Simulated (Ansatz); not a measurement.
`[OH][Sn][F]` + silanol → `[OH][Sn][O][SiH3]` + H–F at 298.15 K and 1 bar (ligand exchange at the Sn–F bond).

Program: Ansatz. Geometries: PBE0-D4/def2-TZVP. ΔE: electronic, gas phase. CBS: MP2 limit from def2 TZ/QZ plus the TZ coupled-cluster correction, frozen cores. This one scheme is used for every species. Elements past krypton have def2 core potentials. For Sn outer-core shells are correlated without core-valence functions, which leaves a few kJ/mol of doubt a bond. One conformer a species, not always the lowest.

```tsv
species	CCSD(T)/CBS energy (Eh)	H − E (kJ/mol)	S (J/(mol·K))
`[OH][Sn][F]`	-389.66871	51.5	292.7
`O[SiH3]`	-366.69042	113.6	257.8
`[OH][Sn][O][SiH3]`	-655.96073	130.8	361.0
H–F	-100.39570	33.5	173.6
```

H − E and S are ideal-gas, rigid-rotor, harmonic terms from PBE0-D4/def2-TZVP, for one conformer and one mirror image of each species. 1 Eh = 2625.50 kJ/mol, R = 8.31446 J/(mol·K).

**Question.** By hand: ΔE, ΔH, ΔS and ΔG.

**Answer.** ΔE = (-655.96073) + (-100.39570) − (-389.66871) − (-366.69042) = 0.00270 Eh = 7.1 kJ/mol. Δ(H − E) = 130.8 + 33.5 − 51.5 − 113.6 = -0.8, so ΔH = 6.3 kJ/mol. ΔS = 361.0 + 173.6 − 292.7 − 257.8 = -15.9 J/(mol·K). ΔG = 6.3 − 298.15 × (-15.9)/1000 = 11.0 kJ/mol.

**Question.** By hand: the equilibrium constant, and the temperature at which ΔG would vanish if ΔH and ΔS stayed fixed.

**Answer.** log₁₀ K = −ΔG/(RT ln 10) = -1.9. ΔH and −TΔS have one sign here, so there is no such temperature.

TΔS isn't small against ΔH here. A doubt of 5 kJ/mol in ΔE shifts log₁₀ K by 0.9 here. Other conformers and mirror images would add mixing entropy, several J/(mol·K) or more a flexible species. These are equilibria of isolated gas molecules and say nothing of rates. Largest T1 diagnostic: 0.018 (customary marks: 0.02 for closed shells, 0.045 for open ones).
